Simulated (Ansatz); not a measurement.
Diatomic WO+, multiplicity 4 (lowest of 2S+1 = 2, 4, 6, 8, 10 at CCSD(T)/def2-TZVPP on PBE0 minima; our sources give no spin for the ground state, which may be another). No spin–orbit coupling.

Seven points along R, fitted to fifth degree in 1/R; most abundant isotopes. In def2 and cc sets the state is the lowest found near the PBE0 minimum, followed along R.

Run with Ansatz (Gaussian orbitals).  In def2 rows elements past Kr take small-core potentials, without spin–orbit coupling.

Energies at SVWN5/def2-TZVPP:

| R (Å) | E (hartree) |
|---|---|
| 1.517211 | -141.32583430 |
| 1.557996 | -141.33908667 |
| 1.595518 | -141.34569687 |
| 1.637935 | -141.34792018 |
| 1.680352 | -141.34565911 |
| 1.729294 | -141.33871499 |
| 1.786393 | -141.32627125 |

### Question
With a reduced mass of 14.7154 u, find the minimum, the force constant and the constants.

### Answer
A fifth-degree polynomial in 1/R puts the minimum at r_e = 1.6361 Å with force constant 1090 N/m. Then ω_e = (1/2πc)√(k/μ) = 1123 cm⁻¹ and B_e = h/(8π²cμr_e²) = 0.4280 cm⁻¹; the cubic and quartic terms give α_e = 0.0019 and ω_e x_e = 3.9 cm⁻¹.

Ansatz is a program for electronic structure.
